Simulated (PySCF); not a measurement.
**Os (osmium, neutral) across methods**

[Xe] 4f14 5d8, high-spin 3F determinant (an excited configuration). Calculation: PySCF 2.14, in aug-cc-pVQZ-PP with ECP60MDF (7s7p6d4f3g2h, 135 functions); scalar relativity through the core potential.

```tsv
method	E (hartree)	mean ε 5p β (eV)	mean ε 5d α (eV)	mean ε 5d β (eV)	Σ⟨r²⟩ (bohr²)	⟨S²⟩
BHandHLYP	-90.5534	-51.304	-6.074	-5.015	50.72	2.005
PBE	-90.7130	-45.954	-3.933	-3.016	52.08	2.003
MN15	-90.5396	-48.764	-5.803	-4.877	51.20	2.006
LDA	-90.5084	-46.043	-4.124	-3.175	52.19	2.003
PBE0	-90.6676	-48.600	-5.042	-4.008	51.08	2.004
UHF	-89.92219	-55.825	-7.893	-6.320	49.99	2.009
r2SCAN	-90.7021	-46.833	-3.964	-2.976	51.21	2.005
```

(1) Estimate the same row for M06-L.

Energies and moments cover only the electrons outside the core potential. Spin-orbit coupling, absent here, splits the open shell strongly.

Answers

(1) E (hartree) = -90.7211; mean ε 5p β (eV) = -46.485; mean ε 5d α (eV) = -3.702; mean ε 5d β (eV) = -2.679; Σ⟨r²⟩ (bohr²) = 50.86; ⟨S²⟩ = 2.011.
